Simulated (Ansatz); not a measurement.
CS, charge +1, doublet (typed; the unrestricted solution is spin-contaminated), geometry from GFN2-xTB (a state made from the parent by changing its charge; the spin is typed, not shown lowest); HF/6-311G** (Ansatz, a quantum-chemistry and plane-wave program).

The Ansatz input:
Ansatz 0.2 input:
```yaml
crystal:
  periodic: [false, false, false]
  atoms:
    - {symbol: C, position_ang: [-0.00000000, -0.00000000, -1.07903369]}
    - {symbol: S, position_ang: [0.00000000, 0.00000000, 0.40463763]}
basis:
  gaussian:
    orbitals: 6-311G__.json
    point_charges:
      - {charge: -1.0, position_ang: [3.0184, 1.3537, -2.0860]}
hamiltonian:
  xc: hf
total_charge: 1
magnetization: {spin_polarized: true, initial_magnetization: 1}
```
The basis file holds 6-311G** in the JSON format of the Basis Set Exchange.

Output, abridged:

```
Functional definition: HF
354 factors; integrals over basis functions are off by at most 1.2e-3 eV
mean field evaluation 1: about -11838.0860 eV, gradient 1.2e1 eV
mean field evaluation 2: about -11838.1048 eV, gradient 1.2e1 eV
mean field evaluation 4: about -11839.1710 eV, gradient 3.4e0 eV
mean field evaluation 8: about -11839.5150 eV, gradient 1.3e0 eV
mean field evaluation 16: about -11839.9243 eV, gradient 7.1e-4 eV
mean field evaluation 32: about -11838.4630 eV, gradient 3.6e0 eV
mean field evaluation 64: about -11829.9328 eV, gradient 1.3e1 eV
mean field evaluation 96: about -11834.7438 eV, gradient 1.3e1 eV
mean field evaluation 128: about -11823.4282 eV, gradient 2.1e1 eV
mean field -11839.92425544 eV, -435.1091909986 hartree, gradient 2.1e-5 eV, S^2 1.431047; 4 other end points of the search recorded, 0 dependent functions left out
reference -11839.92425544 eV, -435.1091909986 hartree; 11, 10 occupied and 34, 35 virtual orbitals, 354 factors
Total energy: -11839.92425544 eV, -435.1091909986 hartree
```
